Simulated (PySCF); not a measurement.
Input file for PySCF: R-M06-2X/def2-TZVPP on GaH3O2 (SMILES [OH][GaH][OH]), a point of a torsion scan.

```python
from pyscf import gto, dft

mol = gto.M(
    atom='''
    O    -1.52313363   -0.29569048    0.23195111
    Ga   -0.00209937    0.14844871    0.86190613
    O     0.04495727    1.75212977    1.49043152
    H    -1.97082286   -0.58184321   -0.55654589
    H     1.13697361   -0.84439242    0.92238405
    H     0.71390533    2.23853826    1.96430839
    ''',
    basis='def2-tzvpp',
    charge=0, spin=0, verbose=4, max_memory=1800)
mf = dft.RKS(mol, xc='m062x').density_fit(auxbasis='def2-universal-jkfit')
mf.grids.level = 4
mf.conv_tol = 1e-9
mf.max_cycle = 150
mf.kernel()
mf.dip_moment()
```

It printed:

```
PySCF version 2.14.0

[INPUT] verbose = 4
[INPUT] num. atoms = 6
[INPUT] num. electrons = 50
[INPUT] charge = 0
[INPUT] spin (= nelec alpha-beta = 2S) = 0
[INPUT] symmetry False subgroup None
[INPUT] Mole.unit = angstrom
[INPUT] Symbol           X                Y                Z      unit          X                Y                Z       unit  Magmom
[INPUT]  1 O     -1.523133630000  -0.295690480000   0.231951110000 AA   -2.878305411815  -0.558774024841   0.438324072189 Bohr   0.0
[INPUT]  2 Ga    -0.002099370000   0.148448710000   0.861906130000 AA   -0.003967234334   0.280527405445   1.628766530784 Bohr   0.0
[INPUT]  3 O      0.044957270000   1.752129770000   1.490431520000 AA    0.084956927608   3.311045399997   2.816507380219 Bohr   0.0
[INPUT]  4 H     -1.970822860000  -0.581843210000  -0.556545890000 AA   -3.724315445432  -1.099524314338  -1.051719307852 Bohr   0.0
[INPUT]  5 H      1.136973610000  -0.844392420000   0.922384050000 AA    2.148568733758  -1.595670415459   1.743053236167 Bohr   0.0
[INPUT]  6 H      0.713905330000   2.238538260000   1.964308390000 AA    1.349085552567   4.230224230760   3.712004881285 Bohr   0.0

nuclear repulsion = 203.456658313098
number of shells = 56
number of NR pGTOs = 240
number of NR cGTOs = 152
basis = def2-tzvpp
ecp = {}


******** <class 'pyscf.df.df_jk.DFRKS'> ********
method = DFRKS
initial guess = minao
damping factor = 0
level_shift factor = 0
DIIS = <class 'pyscf.scf.diis.CDIIS'>
diis_start_cycle = 1
diis_space = 8
diis_damp = 0
SCF conv_tol = 1e-09
SCF conv_tol_grad = None
SCF max_cycles = 150
direct_scf = False
XC library pyscf.dft.libxc version 7.1.2
    S. Lehtola, C. Steigemann, M. J. T. Oliveira, and M. A. L. Marques,  SoftwareX 7, 1–5 (2018)
XC functionals = m062x
    Y. Zhao and D. G. Truhlar,  Theor. Chem. Acc. 120, 215 (2008)
    Y. Zhao and D. G. Truhlar,  Theor. Chem. Acc. 120, 215 (2008)
radial grids:
    Treutler-Ahlrichs [JCP 102, 346 (1995); DOI:10.1063/1.469408] (M4) radial grids

becke partition: Becke, JCP 88, 2547 (1988); DOI:10.1063/1.454033
pruning grids: <function nwchem_prune>
grids dens level: 4
symmetrized grids: False
atomic radii adjust function: <function treutler_atomic_radii_adjust>
small_rho_cutoff = 0
Set gradient conv threshold to 3.16228e-05
Initial guess from minao.
tot grids = 134024
******** <class 'pyscf.df.df.DF'> ********
auxbasis = def2-universal-jkfit
init E= -2076.74546996568
  HOMO = -0.377176621829996  LUMO = -0.0365304991070356  gap/eV = 9.26945
cycle= 1 E= -2076.96899328318  delta_E= -0.224  |g|= 1.06  |ddm|= 1.86
  HOMO = -0.217410565436469  LUMO = 0.017045422464714  gap/eV = 6.37987
cycle= 2 E= -2076.79621039459  delta_E= 0.173  |g|= 1.48  |ddm|= 1.21
  HOMO = -0.361665112773039  LUMO = 0.00707070344373167  gap/eV = 10.03381
cycle= 3 E= -2077.15606693128  delta_E= -0.36  |g|= 0.0631  |ddm|= 0.744
  HOMO = -0.359621456107406  LUMO = 0.00712538943312475  gap/eV = 9.97969
cycle= 4 E= -2077.15662464912  delta_E= -0.000558  |g|= 0.0392  |ddm|= 0.0526
  HOMO = -0.361086338985657  LUMO = 0.00715620832917382  gap/eV = 10.02039
cycle= 5 E= -2077.1567688827  delta_E= -0.000144  |g|= 0.00681  |ddm|= 0.0196
  HOMO = -0.360985929457131  LUMO = 0.00762524549578418  gap/eV = 10.03042
cycle= 6 E= -2077.15677542975  delta_E= -6.55e-06  |g|= 0.00261  |ddm|= 0.00531
  HOMO = -0.360961539134829  LUMO = 0.00759558155738341  gap/eV = 10.02895
cycle= 7 E= -2077.15677650696  delta_E= -1.08e-06  |g|= 0.00102  |ddm|= 0.00163
  HOMO = -0.361027477927752  LUMO = 0.00757016397474826  gap/eV = 10.03005
cycle= 8 E= -2077.15677667172  delta_E= -1.65e-07  |g|= 0.000147  |ddm|= 0.000608
  HOMO = -0.361022741406492  LUMO = 0.00758568004510943  gap/eV = 10.03035
cycle= 9 E= -2077.15677667891  delta_E= -7.19e-09  |g|= 2.5e-05  |ddm|= 0.000192
  HOMO = -0.361024924487659  LUMO = 0.00758491392474688  gap/eV = 10.03038
cycle= 10 E= -2077.1567766792  delta_E= -2.84e-10  |g|= 5.54e-06  |ddm|= 3.32e-05
  HOMO = -0.361025270887595  LUMO = 0.00758555903711493  gap/eV = 10.03041
Extra cycle  E= -2077.15677667921  delta_E= -1.73e-11  |g|= 2.9e-06  |ddm|= 8.14e-06
converged SCF energy = -2077.15677667921
Dipole moment(X, Y, Z, Debye):  1.46375, -0.47855, -0.60056
```

Self-consistency was reached.

Cost: very roughly 20 core-seconds.
